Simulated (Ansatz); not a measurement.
Reaction (ligand exchange at the Si–C bond): `OC(O)(O)[SiH3]` + `NC[SiH2]S` → `NC[SiH2]S[SiH3]` + `OC(O)O`

Isolated molecules relaxed with PBE0-D4/def2-TZVP in Ansatz; ΔE leaves out vibrations. CBS: MP2 limit from def2 TZ/QZ plus the TZ coupled-cluster correction, frozen cores. DFT in def2-TZVPP. B3LYP here is the variant with VWN-RPA as its local correlation; programs differ in this. One conformer a species, not always the lowest.

```
             level  ΔE (kJ/mol)  difference from CCSD(T)/CBS
            PBE-D4        -95.2                          0.4
         r2SCAN-D4        -97.1                         -1.5
           PBE0-D4       -100.7                         -5.1
          B3LYP-D4        -93.5                          2.1
           ωB97X-V        -92.8                          2.8
           ωB97M-V        -92.9                          2.7
            B2PLYP        -92.9                          2.7
               PBE        -92.0                          3.6
            r2SCAN        -96.2                         -0.6
              PBE0        -97.7                         -2.1
             B3LYP        -88.4                          7.2
     HF/def2-TZVPP        -98.3                         -2.7
    MP2/def2-TZVPP       -101.3                         -5.7
SCS-MP2/def2-TZVPP        -97.4                         -1.8
   CCSD/def2-TZVPP        -94.3                          1.3
CCSD(T)/def2-TZVPP        -94.6                          1.0
     HF/def2-QZVPP        -97.7                         -2.1
    MP2/def2-QZVPP       -101.7                         -6.1
SCS-MP2/def2-QZVPP        -97.8                         -2.2
      HF/CBS(def2)        -97.6                         -2.0
     MP2/CBS(def2)       -102.3                         -6.7
    CCSD/CBS(def2)        -95.2                          0.4
       CCSD(T)/CBS        -95.6                            0
```

Largest T1 diagnostic among the species: 0.012.

The D4 term adds −5.1 kJ/mol with B3LYP and −3.0 kJ/mol with PBE0; it sums over pairs of atoms, weighted by their polarisabilities, and B3LYP, whose exchange is more repulsive, gets the larger term. From PBE to PBE0 (25 % exact exchange), in def2-TZVPP and without D4, ΔE moves by −5.6 kJ/mol.
